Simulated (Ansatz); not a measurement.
Input for Ansatz (development build ahead of 0.2.0):

```yaml
crystal:
  periodic: [false, false, false]
  atoms:
    - { symbol: H, position_ang: [1.00214, 0.00939, 0.00951] }
    - { symbol: H, position_ang: [0.50749, 0.86242, -0.00115] }
    - { symbol: H, position_ang: [-0.50055, 0.85625, -0.00137] }
    - { symbol: H, position_ang: [-1.00156, -0.00306, -0.0069] }
    - { symbol: H, position_ang: [-0.50295, -0.85881, -0.00906] }
    - { symbol: H, position_ang: [0.50703, -0.87055, -0.00715] }
basis:
  gaussian: { orbitals: def2-SVP }
hamiltonian:
  xc: hf
```

The input is written out in the form of the current development build from the run's settings.

The run gave:

```
Converged                       : yes
Total energy                    : -3.24968 hartree
Spin squared of the determinant : 0.000
```

Caution: stretched shape with no unrestricted run beside it, a lower state can exist.
